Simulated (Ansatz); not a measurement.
`B[SiH2]N=C` + `O[SiH3]` → `C=N[SiH2]O[SiH3]` + BH₃ at 700 K and 1 bar (cleavage of the Si–B bond).

Calculated with Ansatz (gas phase, PBE0-D4/def2-TZVP geometries, no zero-point term in ΔE). CCSD(T)/CBS is the MP2 limit (def2-TZVPP, def2-QZVPP) plus CCSD(T) − MP2 in def2-TZVPP, frozen cores. This one scheme is used for every species. One conformer a species, not always the lowest.

```tsv
species	CCSD(T)/CBS energy (Eh)	H − E (kJ/mol)	S (J/(mol·K))
`B[SiH2]N=C`	-410.17839	249.2	436.1
`O[SiH3]`	-366.69042	144.6	321.6
`C=N[SiH2]O[SiH3]`	-750.37116	294.5	519.5
BH₃	-26.55200	96.5	225.0
```

H − E and S are ideal-gas, rigid-rotor, harmonic terms from PBE0-D4/def2-TZVP, for one conformer and one mirror image of each species. 1 Eh = 2625.50 kJ/mol, R = 8.31446 J/(mol·K).

By hand: ΔE, ΔH, ΔS and ΔG.

ΔE = (-750.37116) + (-26.55200) − (-410.17839) − (-366.69042) = -0.05435 Eh = -142.7 kJ/mol. Δ(H − E) = 294.5 + 96.5 − 249.2 − 144.6 = -2.8, so ΔH = -145.5 kJ/mol. ΔS = 519.5 + 225.0 − 436.1 − 321.6 = -13.2 J/(mol·K). ΔG = -145.5 − 700 × (-13.2)/1000 = -136.3 kJ/mol.

By hand: the equilibrium constant, and the temperature at which ΔG would vanish if ΔH and ΔS stayed fixed.

log₁₀ K = −ΔG/(RT ln 10) = 10.2. ΔG = 0 at ΔH/ΔS = 11023 K, far beyond where these terms or the molecules hold.

The number of gas molecules stays the same, so ΔS is small and ΔH decides. A doubt of 5 kJ/mol in ΔE shifts log₁₀ K by 0.4 here. Other conformers and mirror images would add mixing entropy, several J/(mol·K) or more a flexible species. Modes under 60 cm⁻¹, often nearly free rotors, make the harmonic entropy too high. These are equilibria of isolated gas molecules and say nothing of rates. Largest T1 diagnostic: 0.013 (customary marks: 0.02 for closed shells, 0.045 for open ones).
